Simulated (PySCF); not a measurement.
# Correlation energy of Ne+ (neon, charge +1)

[He] 2s1 2p6, 2S determinant (an excited configuration). Computed with PySCF 2.14 in x2c-QZVPPall with one added diffuse shell each of s, p, d, f type (8s5p4d3f1g, 73 functions), with scalar relativity by spin-free X2C-1e. Frozen: nothing; 9 electrons correlated.

```json
{"level": "CCSD", "correlation energy (mhartree)": "-346.83"}
{"level": "(T)", "correlation energy (mhartree)": "-10.31"}
{"level": "CCSD(T)", "correlation energy (mhartree)": "-357.14"}
```

Diagnostics: T1 = 0.0061, D1 = 0.0204, largest double amplitude 0.055.

Problem. Is a single reference adequate?

Solution. Yes: T1 lies below 0.03 and no double amplitude reaches 0.07.

This basis was not built for core-valence correlation, so the inner-shell part is incomplete.
